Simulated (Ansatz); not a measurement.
The cluster Cs2F2, relaxed as a quintet with UKS PBE0-D4/def2-TZVP in Ansatz, starting from the PBE0-D4/def2-TZVP geometry of the neutral singlet. Force threshold 0.02 eV/Å.

In the def2 sets Cs takes a core potential; there is no spin–orbit coupling. In the quintet geometry the species has come apart into loosely held pieces. The relaxation made no stability test and no search for a lower SCF solution. At PBE0-D4/def2-TZVP a singlet of charge 0 lies 11.43 eV below the quintet, each at its own geometry. The structure comes from a short search, and lower isomers may exist.

Start:

```xyz
4

Cs   -0.391   -1.128    1.654
Cs    0.390    1.130   -1.653
F    -1.440   -0.440   -0.641
F     1.441    0.438    0.640
```

Task: Estimate the energy that the relaxation releases and the steps that it takes.

Result: 1.81 eV, in 15 steps; 34 s on 4 threads of Arm Neoverse V2 on a shared host. The force fell under the threshold at step 11, but the optimiser went on and released 0.014 eV more. No frequencies were taken in this run, so the end may be a saddle point.

Task: Does the start keep its bonding and symmetry?

Result: Bonds lost: Cs1–F3, Cs1–F4, Cs2–F3, Cs2–F4 (atoms count from 1). Metal–metal contacts that move far: Cs1–Cs2 4.08 to 6.14 Å. The end holds 3 separate pieces. Point group D2h at the start, D2h at the end, both within 0.05 Å.

Task: Predict the relaxed structure.

Result: 
```xyz
4

Cs   -0.5902   -1.6951    2.4903
Cs    0.5860    1.7026   -2.4861
F    -2.7835   -0.8523   -1.2398
F     2.7877    0.8447    1.2355
```
Bond lengths (bridged metal pairs left out): .
